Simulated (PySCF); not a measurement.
# How methods differ on the excitation energy of Si

Si [Ne] 3s2 3p2 (3P) → Si [Ne] 3s2 3p1 4s1 (3P), as a difference of total energies. All numbers are calculated (PySCF 2.14, no relativity, point nucleus, in aug-cc-pwCVTZ (8s7p5d3f, 75 functions)). Correlated levels: valence: [Ne] frozen; valence and next inner shell: 1s2 frozen; nothing frozen. The calculations carry no spin-orbit coupling.

```csv
method,excitation energy (cm⁻¹)
UHF,39247
LDA,40024
PBE,40068
PBE0,40737
r2SCAN,42304
B3LYP,39918
BLYP,39150
M06,39180
TPSSh,41281
MP2 (valence),40793
SCS-MP2 (valence),40500
MP2 (valence and next inner shell),40643
SCS-MP2 (valence and next inner shell),40392
MP2 (all electrons),40658
SCS-MP2 (all electrons),40402
```

The promoted electron is Rydberg-like, and one or two diffuse shells describe it only roughly, which tends to raise the upper state.
